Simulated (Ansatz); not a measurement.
Al₆O₁₅H₁₂⁺, a hydroxylated oxide cluster. Total charge 1; doublet. Geometry PBE-D4/def2-SVP, that of the neutral singlet; atoms count from 1.

Cartesian coordinates in Å:
```
Al 1.552 0.852 -0.060
Al -1.663 -0.287 -0.515
Al 1.122 -2.240 0.165
Al -1.262 2.311 0.035
Al -0.547 0.716 2.280
Al 0.846 -0.661 -2.635
O 2.231 2.156 0.880
O 1.970 -0.757 0.814
O -0.258 3.658 -0.398
O 1.084 0.641 2.932
O -1.641 -0.495 2.809
O -1.367 2.366 1.911
O -0.253 0.755 0.427
O -0.632 -1.856 0.136
O 1.495 -3.777 0.819
O -0.977 -0.638 -2.236
O 1.417 -2.153 -1.654
O 1.600 0.622 -1.759
O 0.964 -0.946 -4.328
O -2.992 -1.085 0.369
O -2.368 1.352 -0.874
H 1.878 3.031 0.628
H 1.768 -0.493 1.779
H -0.197 3.925 -1.329
H 1.652 1.383 2.605
H -2.329 -0.762 2.152
H -1.907 2.922 2.496
H -1.279 -2.329 0.697
H 2.261 -3.968 1.380
H -1.461 -0.049 -2.850
H 1.433 -3.012 -2.115
H 1.692 -0.578 -4.850
H -3.833 -0.604 0.291
```

Single mean-field runs in def2-TZVP are fitted with def2-universal-jkfit.

(1) Estimate the Mulliken populations of the heavy atoms from the PBE0/def2-TZVP orbitals of Ansatz.

(2) Where does the spin sit?

(3) And the Mayer bond orders between heavy atoms (over 0.3)?

Results:

(1) 
```csv
atom,charge (e),spin (α − β)
Al1,0.53,0.00
Al2,0.52,-0.05
Al3,0.57,0.00
Al4,0.68,-0.01
Al5,0.64,-0.01
Al6,0.55,-0.01
O7,-0.57,0.02
O8,-0.40,0.00
O9,-0.53,0.03
O10,-0.56,0.03
O11,-0.49,0.07
O12,-0.47,0.01
O13,-0.38,0.01
O14,-0.44,0.01
O15,-0.53,0.02
O16,-0.38,0.03
O17,-0.42,0.00
O18,-0.34,0.06
O19,-0.53,0.08
O20,-0.50,0.20
O21,-0.29,0.53
```
Mulliken values depend strongly on the basis.

(2) Summed by element: Al -0.09, O 1.10, H -0.01, of 1 unpaired in all. Largest on single atoms: O21 0.53, O20 0.20, O19 0.08.

(3) Al1–O7 1.14 (1.75 Å); Al1–O8 0.70 (1.88 Å); Al1–O13 0.55 (1.87 Å); Al1–O18 1.13 (1.72 Å); Al2–O13 0.49 (1.99 Å); Al2–O14 0.59 (1.99 Å); Al2–O16 0.78 (1.89 Å); Al2–O20 1.05 (1.78 Å); Al2–O21 0.81 (1.82 Å); Al3–O8 0.80 (1.83 Å); Al3–O14 0.81 (1.80 Å); Al3–O15 1.29 (1.71 Å); Al3–O17 0.76 (1.85 Å); Al4–O9 1.23 (1.73 Å); Al4–O12 0.69 (1.88 Å); Al4–O13 0.63 (1.90 Å); Al4–O21 0.98 (1.72 Å); Al5–O10 1.08 (1.76 Å); Al5–O11 1.22 (1.72 Å); Al5–O12 0.65 (1.88 Å); Al5–O13 0.59 (1.88 Å); Al6–O16 0.67 (1.87 Å); Al6–O17 0.68 (1.87 Å); Al6–O18 1.13 (1.73 Å); Al6–O19 1.22 (1.72 Å).
